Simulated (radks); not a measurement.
The numbers below are computed, except where a source is named.
All-electron atom: Ho3+ in [Xe] 4f7 5d1 6s2 (not the ground configuration). Level of theory: scalar-relativistic Kohn-Sham, r2SCAN, spin-polarised, spherical densities, finite nucleus; open shells are filled with parallel spins first (spin-orbit coupling, left out, can overturn this in heavy ions); meta-GGA in the generalised Kohn-Sham scheme; Fermi nuclear charge, rms radius 5.2022 fm (a radial shooting solver on a logarithmic mesh with Libxc functionals).

Local quantities along the radius. ELF = 1/(1 + alpha^2) is the electron localisation function; alpha = (tau - tau_W)/tau_unif compares the Pauli kinetic energy density with that of the uniform gas (summed over spins); -r V(r) is the screened charge that the Kohn-Sham potential of spin up presents (atomic units); r v_xc is r times the local exchange-correlation potential of spin up (hartree bohr, multiplicative part alone). tau is taken from the large components.

r (bohr)	ELF	alpha	-r V(r)	r v_xc
0.002113	0.999	0.02825	66.24	-0.1976
0.002841	0.999	0.03253	65.95	-0.2401
0.00382	0.998	0.03971	65.58	-0.2922
0.005136	0.997	0.05218	65.07	-0.3540
0.00696	0.994	0.07615	64.39	-0.4268
0.009358	0.985	0.1239	63.53	-0.5052
0.01258	0.949	0.2312	62.42	-0.5910
0.01692	0.807	0.4886	61.00	-0.6548
0.02274	0.490	1.020	59.08	-0.5769
0.03058	0.327	1.433	56.88	-0.6796
0.04111	0.485	1.030	54.20	-0.8147
0.05572	0.719	0.6246	50.91	-1.027
0.07491	0.691	0.6691	47.06	-1.094
0.1007	0.397	1.233	42.57	-1.018
0.1354	0.426	1.161	37.79	-1.167
0.182	0.718	0.6271	32.82	-1.493
0.2448	0.609	0.8019	27.51	-1.377
0.3291	0.234	1.812	22.09	-1.016
0.446	0.645	0.7416	17.53	-1.670
0.5996	0.687	0.6753	13.17	-1.692
0.8061	0.369	1.307	9.709	-1.397
1.084	0.467	1.068	7.396	-1.359
1.457	0.601	0.8150	5.770	-1.252
1.959	0.247	1.744	4.582	-0.9086
2.634	0.355	1.349	4.149	-0.9180
3.57	0.819	0.4705	3.870	-0.8281
4.799	0.869	0.3888	2.971	0.03226
6.453	0.421	1.174	2.667	0.3328

On this mesh the ELF has minima near r = 0.031, 0.12, 0.33, 0.93, 2.3 bohr, which separate the shells, and maxima near 0.064 (0.74), 0.21 (0.73), 0.52 (0.73), 1.3 (0.61), 4.1 (0.88).
